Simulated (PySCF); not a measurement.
CH₆F₂Si₃, SMILES [SiH2]1[Si@H](F)C[Si@@H]1F.

Coordinates come from a PBE0-D3(BJ)/def2-SVP optimisation. The structure was generated by enumeration; whether it is a known compound was not checked.

Level of theory: TDDFT-B3LYP/def2-SVPD (PySCF).

Vertical excitations.  State labels are in the subgroup Cs.

Computed lowest excited states:
| state | symmetry | energy (eV) | λ (nm) | f | main pairs |
|---|---|---|---|---|---|
| S1 | A" | 4.95 | 251 | 0.003 | HOMO→LUMO 99 % |
| S2 | A' | 5.97 | 208 | 0.011 | HOMO−1→LUMO 95 % |
| S3 | A" | 6.04 | 205 | 0.000 | HOMO−2→LUMO 96 % |
| S4 | A" | 6.21 | 200 | 0.167 | HOMO→LUMO+1 87 % |
| S5 | A' | 6.34 | 196 | 0.086 | HOMO→LUMO+2 74 %, HOMO→LUMO+3 20 % |
| S6 | A' | 6.64 | 187 | 0.072 | HOMO→LUMO+3 75 %, HOMO→LUMO+2 19 % |
| S7 | A" | 6.70 | 185 | 0.014 | HOMO→LUMO+4 97 % |
| S8 | A" | 6.87 | 181 | 0.022 | HOMO−1→LUMO+2 90 % |
| S9 | A' | 6.98 | 178 | 0.005 | HOMO−1→LUMO+1 97 % |
| S10 | A" | 7.18 | 173 | 0.020 | HOMO−2→LUMO+1 79 % |
| T1 | A" | 4.46 | 278 | 0 | HOMO→LUMO 98 % |
| T2 | A' | 5.23 | 237 | 0 | HOMO−1→LUMO 84 % |
| T3 | A" | 5.46 | 227 | 0 | HOMO→LUMO+1 95 % |
| T4 | A' | 5.52 | 225 | 0 | HOMO→LUMO+2 81 % |
Triplets are in the Tamm–Dancoff approximation, which puts them higher than full response would, so one can lie above its singlet here.
